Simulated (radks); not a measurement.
Values are calculated unless marked as measured or tabulated.
Problem. Excited configurations of Pb3+: one electron is placed in a higher orbital outside [Xe] 4f14 5d10. The ground configuration is [Xe] 4f14 5d10 6s1. Code: a radial shooting solver on a logarithmic mesh with Libxc functionals. Model: scalar-relativistic Kohn-Sham, PBE, spin-unpolarised, spherical densities, finite nucleus; Fermi nuclear charge, rms radius 5.5012 fm. Excitation = E - E(ground); binding = E(ion) - E, where the ion is the core of charge +4; n* = 4/sqrt(2 binding) in atomic units, and the quantum defect is n - n*.

| outer orbital | excitation (eV) | binding (eV) | n* | quantum defect | eigenvalue (eV) | <r> (bohr) |
|---|---|---|---|---|---|---|
| 5f | 27.408 | 15.276 | 3.775 | 1.225 | -12.312 | 3.613 |
| 6p | 11.474 | 31.210 | 2.641 | 3.359 | -26.958 | 2.562 |
| 6d | 23.323 | 19.361 | 3.353 | 2.647 | -16.571 | 3.647 |
| 6f | 32.484 | 10.200 | 4.620 | 1.380 | -8.767 | 6.535 |
| 7p | 26.555 | 16.129 | 3.674 | 3.326 | -14.321 | 5.004 |
| 7d | 31.088 | 11.596 | 4.333 | 2.667 | -10.211 | 6.542 |
| 7f | 35.614 | 7.070 | 5.549 | 1.451 | -6.227 | 10.22 |

Estimate the row for 7s.

Solution. excitation (eV) 22.865; binding (eV) 19.819; n* 3.314; quantum defect 3.686; eigenvalue (eV) -17.635; <r> (bohr) 4.257. The Delta-SCF ionisation energy is 42.684 eV (NIST Atomic Spectra Database: 42.333 eV, measured). Self-interaction in the functional shifts the binding energies and quantum defects, so they are the method's values and not measured ones. Spin polarisation and multiplet splitting are left out, so open shells lie too high by an amount that depends on their filling.

Beside tabulated values, note that spin-unpolarised runs miss the spin-polarisation part of the exchange energy of open shells, and scalar-relativistic runs lack spin-orbit coupling.
